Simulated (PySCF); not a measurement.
Ge(H)(Et)(Vi)2, C6H12Ge, SMILES C=[CH][GeH]([CH]=C)[CH2]C (GFN2-xTB optimised geometry):

```
19

Ge     0.513    -0.925     0.000
C     -0.121     0.932     0.000
C     -0.864     1.472     0.952
C     -0.102    -1.860     1.608
C      0.698    -2.411     2.504
C     -0.120    -1.829    -1.665
C     -1.638    -1.910    -1.740
H      2.032    -0.925     0.000
H      0.155     1.536    -0.856
H     -1.159     0.906     1.822
H     -1.207     2.496     0.915
H     -1.174    -1.924     1.752
H      0.329    -2.926     3.379
H      1.771    -2.369     2.395
H      0.263    -1.282    -2.527
H      0.307    -2.832    -1.709
H     -2.077    -0.915    -1.691
H     -2.032    -2.496    -0.912
H     -1.958    -2.379    -2.670
```

Calculation: PBE0/def2-SVP (PySCF 2.14.0).

Question: What are the frontier orbital energies and the dipole moment?

Answer: HOMO-2 -8.21 eV, HOMO-1 -7.76 eV, HOMO -7.43 eV, LUMO -0.09 eV, LUMO+1 0.14 eV; dipole moment 0.49 D.

On the same geometry PySCF with PBE/def2-SVP gives HOMO-2 -6.89 eV, HOMO-1 -6.58 eV, HOMO -6.27 eV, LUMO -1.08 eV, LUMO+1 -0.89 eV; dipole moment 0.53 D.

Meta-Löwdin charges at PBE0/def2-SVP: Ge1 0.60, C2 -0.29, C3 -0.20, C4 -0.29, C5 -0.20, C6 -0.36, C7 -0.29, H8 -0.09, H9 0.11, H10 0.10, H11 0.11, H12 0.11, H13 0.11, H14 0.10, H15 0.10, H16 0.10, H17 0.10, H18 0.09, H19 0.10.
